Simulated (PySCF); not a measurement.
**Static response to an electric field**

C₃H₁₃NSi₂.
Geometry (GFN2-xTB, Å), atoms numbered from 1 in this order:
```xyz
19
C3H13NSi2 angstrom
N     -2.5593    1.0501    0.0071
C     -2.2669   -0.1597    0.7783
Si    -1.0854   -1.4076   -0.0761
C      0.5443   -0.5206   -0.5156
C      1.2629    0.0648    0.7026
Si     2.8872    0.9402    0.2408
H     -2.9856    0.7997   -0.8791
H     -1.6972    1.5429   -0.2033
H     -1.8594    0.1673    1.7384
H     -3.2248   -0.6356    1.0001
H     -1.7200   -1.8699   -1.3191
H     -0.8282   -2.5347    0.8250
H      0.3558    0.2779   -1.2380
H      1.2109   -1.2238   -1.0183
H      1.4648   -0.7356    1.4175
H      0.5992    0.7662    1.2126
H      2.5978    2.0218   -0.7055
H      3.5061    1.4920    1.4471
H      3.7880   -0.0263   -0.3918
```

Level: PBE0/def2-SVPD (PySCF), static field, nuclei fixed, core orbitals frozen in the response. The polarisability tensor in these axes (au):

```
x   117.64   7.01   0.48
y     7.01  99.98   1.36
z     0.48   1.36  89.81
```

Diagonalise the tensor; give its mean and Δα, where Δα² is half the sum of the squared differences of the eigenvalues.

Principal values 89.62, 97.70 and 120.11 au; mean 102.48 au = 15.19 Å³ = 16.90 × 10⁻⁴⁰ C²·m²/J; Δα = 27.36 au (27 % of the mean).

What is the dipole moment, and where does it point?

(0.46, -0.47, -0.42) D, 0.78 D in size, pointing from the negative to the positive side. Measured along this direction, the outermost atoms are N1, H9 and H10 at the negative end and H19 at the positive end.

Give the eigenvalues of the traceless quadrupole moment Θ = ½Σq(3rr − r²1), origin at the centre of nuclear charge.

-6.80, 0.86, 5.94 D·Å. The values depend on the origin, since the dipole doesn't vanish. The electronic extent ⟨r²⟩ about the same centre is 1499 bohr², a root-mean-square distance of 2.52 Å for the 66 electrons.

How large is μ²/3kT at 273 K beside α?

In Gaussian units μ²/3kT = 5.41 Å³ against 15.19 Å³, a ratio of 0.36; the Debye molar polarisation (4π/3)N_A(α + μ²/3kT) is 51.9 cm³/mol, leaving out the vibrational part.

Give the principal axes and the span of the nuclei along them.

Largest value along (0.94, 0.33, 0.03), where the nuclei span 7.07 Å; middle along (-0.33, 0.93, 0.14), 3.95 Å; least along (0.02, -0.14, 0.99), 2.92 Å. The response follows the extents in order.

Find the Langevin capture rate constant for NH4+ (18.034 u) meeting this molecule (119.059 u), k = 2.342 × 10⁻⁹ cm³/s × √(α in Å³ / reduced mass in u).

The reduced mass is 15.66 u, so k = 2.31 × 10⁻⁹ cm³/s. The formula leaves out the permanent dipole, which adds to the capture rate.

Isolated species at its GFN2-xTB geometry (one conformer only).
